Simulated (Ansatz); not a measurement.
A geometry optimisation of C5H4NOP with PBE-D3(BJ)/def2-SVP

The starting geometry of this gas-phase singlet was optimised with GFN2-xTB; its bonds are those of `CC1=PC=C(C#N)O1`.

| atom | x (Å) | y (Å) | z (Å) |
| --- | --- | --- | --- |
| C | -0.0847 | -0.3582 | -3.2445 |
| C | 0.7507 | -0.9845 | -2.1813 |
| C | 1.0499 | -1.5927 | -0.0711 |
| C | 0.6499 | -1.7019 | 1.2718 |
| C | 2.2368 | -2.0305 | -0.5998 |
| N | 0.3567 | -1.8052 | 2.3760 |
| O | 0.2226 | -1.0094 | -0.9565 |
| P | 2.3242 | -1.6891 | -2.3214 |
| H | -1.0180 | -0.0033 | -2.8132 |
| H | -0.3065 | -1.0781 | -4.0313 |
| H | 0.4406 | 0.4803 | -3.6997 |
| H | 3.0002 | -2.5162 | -0.0205 |

**Question.** Predict what it relaxes into with PBE-D3(BJ)/def2-SVP.

**Answer.** It keeps its bonds, and is `CC1=PC=C(C#N)O1`.

The energy falls by 0.18 eV over 19 steps:

```tsv
step	E − E(last) (eV)
1	0.181
3	0.047
5	0.045
7	0.043
9	0.041
11	0.032
13	0.014
15	0.001
17	0.000
19	0.000
```

Final geometry (Å):

```tsv
atom	x (Å)	y (Å)	z (Å)
C	-0.0948	-0.3577	-3.2407
C	0.7947	-0.9307	-2.1925
C	1.0717	-1.6620	-0.0755
C	0.5410	-1.9120	1.2194
C	2.3460	-1.8720	-0.5575
N	0.1338	-2.1306	2.2999
O	0.2002	-1.1342	-0.9911
P	2.4780	-1.3810	-2.2681
H	-0.5033	0.6247	-2.9226
H	-0.9595	-1.0261	-3.4379
H	0.4630	-0.2175	-4.1845
H	3.1516	-2.2893	0.0596
```

The end wasn't checked by frequencies. Run with Ansatz 0.2.0, 26 s on 4 threads of Arm Neoverse V1, on a shared host.
